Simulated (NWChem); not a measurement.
System meant: BNH$_{3}$ cation

Input file for NWChem:

```
start job
memory heap 200 mb stack 900 mb global 1100 mb
charge 1
geometry units angstroms noautoz
  B      0.000000     0.000000    -0.775846
  N      0.000000     0.000000     0.544423
  H      0.000000     0.000000    -1.948635
  H      0.000000     0.856414     1.107920
  H      0.000000    -0.856414     1.107920
end
basis spherical
  * library def2-svp
end
dft
  xc b3lyp
  iterations 4
  mulliken
end
task dft energy
```

End of the output:

```
    Atom       Charge   Shell Charges
 -----------   ------   -------------------------------------------------------
    1 B    5     4.54   1.97  0.62  0.26  1.11  0.43  0.14
    2 N    7     6.86   1.97  0.66  0.38  2.26  1.56  0.02
    3 H    1     0.96   0.61  0.30  0.05
    4 H    1     0.83   0.54  0.17  0.12
    5 H    1     0.83   0.54  0.17  0.12

 center of mass
 --------------
 x =   0.00000000 y =   0.00000000 z =  -0.06878316

 moments of inertia (a.u.)
 ------------------
          66.213985237157           0.000000000000           0.000000000000
           0.000000000000          60.934636989395           0.000000000000
           0.000000000000           0.000000000000           5.279348247761

     Multipole analysis of the density
     ---------------------------------

     L   x y z        total         alpha         beta         nuclear
     -   - - -        -----         -----         ----         -------
     0   0 0 0      1.000000     -7.000000     -7.000000     15.000000

     1   1 0 0      0.000000      0.000000      0.000000      0.000000
     1   0 1 0      0.000000      0.000000      0.000000      0.000000
     1   0 0 1     -0.141104     -0.070552     -0.070552     -0.000000

     2   2 0 0     -8.624598     -4.312299     -4.312299      0.000000
     2   1 1 0     -0.000000     -0.000000     -0.000000      0.000000
     2   1 0 1      0.000000      0.000000      0.000000      0.000000
     2   0 2 0     -5.512376     -5.375367     -5.375367      5.238358
     2   0 1 1      0.000000      0.000000      0.000000      0.000000
     2   0 0 2     -2.481931    -21.478139    -21.478139     40.474348

 ------------------------------------------------------------------------
 dft energy failed                                                                                  0
 ------------------------------------------------------------------------
 ------------------------------------------------------------------------
  current input line :
    19: task dft energy
 ------------------------------------------------------------------------
 ------------------------------------------------------------------------
 This type of error is most commonly associated with calculations not reaching convergence criteria
 ------------------------------------------------------------------------
 For more information see the NWChem manual at https://nwchemgit.github.io

0:dft energy failed:Received an Error in Communication
```

Task: Find the fault in this run and fix the input.

Result: The run did not converge; its last values are not results. Cause: the SCF was allowed too few iterations. This input runs:
```
start job
memory heap 200 mb stack 900 mb global 1100 mb
charge 1
geometry units angstroms noautoz
  B      0.000000     0.000000    -0.775846
  N      0.000000     0.000000     0.544423
  H      0.000000     0.000000    -1.948635
  H      0.000000     0.856414     1.107920
  H      0.000000    -0.856414     1.107920
end
basis spherical
  * library def2-svp
end
dft
  xc b3lyp
  iterations 150
  mulliken
end
task dft energy
```
It converges to -81.05099 Ha (B3LYP/def2-SVP).
